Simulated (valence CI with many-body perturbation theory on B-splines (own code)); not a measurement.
## Forbidden lines of Gd¹⁴⁺

Calculated by configuration interaction combined with many-body perturbation theory (CI+MBPT): four valence electrons over a frozen Dirac-Fock core [Kr] 4d10, radial functions for each j: 7 s, 7 p, 7 d, 7 f, 4 g, 2 h, with the one-electron correlation potential Σ1, the two-electron term Σ2, the three-electron term Σ3, Breit, model QED; selected CI, second order for the rest, scaled by the run's own slope (own B-spline code, finite nucleus).

No measured levels were compared; by estimate terms of the open shell hold to a few per cent of their energy, and close levels can change places; configurations with another count of f electrons can be misplaced by thousands of cm⁻¹.

Lines 1 to 50 of 119 in falling wavelength, among levels below 18.559 eV, chosen from the decays that carry over 1 % of a level's rate. Wavelengths and rates use the calculated energies, so an error of 2000 cm⁻¹ moves a line at 50900 Å by 100 % and its rate by three times that or more. S is in atomic units (e²a₀⁴ for E2 and M2, e²a₀⁶ for E3), for M1 in squared Bohr magnetons. Weak lines are less certain than strong ones. Lines between different terms over intervals too small for the method are left out, as are lines whose strength nearly cancels. Where a level lies close to another of its J and parity, the split of strength between their lines is uncertain. Intervals below about 2000 cm⁻¹, as at the head of this list, are uncertain by tens of per cent.

Names give the largest LS component (configuration and term), which can be under half, so a name can repeat, a term be missing and a line seem to break the LS rules; names also repeat where a configuration has a term twice. Letters in brackets count levels of one name in rising energy.

```
λ vac (Å)             Upper             Lower  Type   A (s⁻¹)  S (a.u.)
1.045e+05      4f3 5s 5G°_3      4f3 5s 5G°_2    M1  4.30e-02  1.27e+01
    70440      4f3 5s 5F°_2      4f3 5s 5F°_1    M1  1.74e-01  1.13e+01
    50900  4f3 5s 3H°_4 [a]      4f3 5s 5F°_4    M1  2.23e-01  9.81e+00
    49480      4f3 5s 5F°_3      4f3 5s 5F°_2    M1  5.35e-01  1.68e+01
    39410      4f3 5s 5G°_4      4f3 5s 5G°_3    M1  9.13e-01  1.87e+01
    35260      4f3 5s 5I°_5      4f3 5s 5I°_4    M1  1.35e+00  2.41e+01
    33550  4f3 5s 3H°_5 [a]  4f3 5s 3H°_4 [a]    M1  7.03e-01  1.08e+01
    31870          4f4 5I_5          4f4 5I_4    M1  1.86e+00  2.46e+01
    30610  4f3 5s 3H°_4 [a]      4f3 5s 5F°_3    M1  6.72e-01  6.43e+00
    30430          4f4 5I_6          4f4 5I_5    M1  2.69e+00  3.66e+01
    30430      4f3 5s 3H°_6  4f3 5s 3H°_5 [a]    M1  4.42e-01  6.01e+00
    30150          4f4 5I_8          4f4 5I_7    M1  1.43e+00  2.48e+01
    30010          4f4 5I_7          4f4 5I_6    M1  2.45e+00  3.67e+01
    28430      4f3 5s 5S°_2      4f3 5s 5F°_2    M1  4.11e-02  1.75e-01
    28020  4f3 5s 3G°_4 [a]  4f3 5s 3G°_3 [a]    M1  1.34e+00  9.83e+00
    27910      4f3 5s 5I°_6      4f3 5s 5I°_5    M1  3.45e+00  3.61e+01
    26420      4f3 5s 5G°_5      4f3 5s 5G°_4    M1  2.68e+00  2.01e+01
    25270      4f3 5s 5I°_7      4f3 5s 5I°_6    M1  4.09e+00  3.67e+01
    24120      4f3 5s 5I°_8      4f3 5s 5I°_7    M1  2.83e+00  2.51e+01
    23610  4f3 5s 3F°_2 [a]      4f3 5s 5G°_3    M1  8.23e-02  2.01e-01
    22720  4f3 5s 3H°_5 [a]      4f3 5s 5F°_5    M1  1.71e+00  8.18e+00
    22540      4f3 5s 5G°_4  4f3 5s 3H°_5 [a]    M1  1.12e-01  4.27e-01
    21860  4f3 5s 3G°_3 [a]      4f3 5s 5G°_2    M1  1.30e+00  3.51e+00
    20490      4f3 5s 5G°_3  4f3 5s 3H°_4 [a]    M1  3.30e-01  7.37e-01
    20250      4f3 5s 5S°_2      4f3 5s 5F°_1    M1  5.46e-02  8.40e-02
    19640  4f3 5s 3F°_3 [a]  4f3 5s 3F°_2 [a]    M1  2.48e+00  4.87e+00
    17520  4f3 5s 3F°_3 [a]  4f3 5s 3G°_3 [a]    M1  7.69e-01  1.07e+00
    17430  4f3 5s 1H°_5 [a]      4f3 5s 3H°_6    M1  9.99e-01  2.16e+00
    16910  4f3 5s 3I°_7 [a]  4f3 5s 3I°_6 [a]    M1  4.63e+00  1.24e+01
    15990  4f3 5s 3I°_6 [a]  4f3 5s 3I°_5 [a]    M1  6.26e+00  1.23e+01
    15030      4f2 5s2 3H_5      4f2 5s2 3H_4    M1  7.42e+00  1.03e+01
    14610      4f3 5s 5G°_3      4f3 5s 5F°_4    M1  1.13e+00  9.12e-01
    13910  4f3 5s 3G°_4 [a]      4f3 5s 5G°_3    M1  5.68e-01  5.10e-01
    13910      4f3 5s 5G°_2      4f3 5s 5F°_3    M1  9.23e-03  4.60e-03
    13480      4f3 5s 5G°_4  4f3 5s 3H°_4 [a]    M1  1.62e+00  1.32e+00
    13010      4f3 5s 3H°_6      4f3 5s 5F°_5    M1  3.03e+00  3.22e+00
    12270      4f3 5s 5G°_3      4f3 5s 5F°_3    M1  1.08e-01  5.19e-02
    12160      4f3 5s 5G°_5  4f3 5s 3H°_5 [a]    M1  2.16e+00  1.59e+00
    11770  4f3 5s 3G°_3 [a]  4f3 5s 3H°_4 [a]    M1  1.59e-01  6.72e-02
    11310      4f3 5s 5G°_4      4f3 5s 5F°_5    M1  6.94e-01  3.35e-01
    11080  4f3 5s 1H°_5 [a]  4f3 5s 3H°_5 [a]    M1  4.83e-01  2.68e-01
    11040      4f3 5s 5F°_4  4f3 5s 3I°_5 [a]    M1  6.90e-01  3.10e-01
    10860      4f3 5s 5G°_2      4f3 5s 5F°_2    M1  2.39e-02  5.68e-03
    10720  4f3 5s 3F°_3 [a]      4f3 5s 5G°_3    M1  5.78e-01  1.85e-01
    10660      4f3 5s 5G°_4      4f3 5s 5F°_4    M1  1.42e-01  5.74e-02
    10640  4f3 5s 3F°_4 [a]      4f3 5s 5G°_3    M1  5.70e-01  2.29e-01
    10420      4f3 5s 5F°_5  4f3 5s 3I°_5 [a]    M1  1.83e+00  8.42e-01
     9835      4f3 5s 5G°_3      4f3 5s 5F°_2    M1  2.87e-01  7.09e-02
     9558  4f3 5s 3G°_3 [a]      4f3 5s 5F°_4    M1  8.46e-01  1.92e-01
     9407      4f3 5s 5G°_2      4f3 5s 5F°_1    M1  3.31e-02  5.10e-03
```
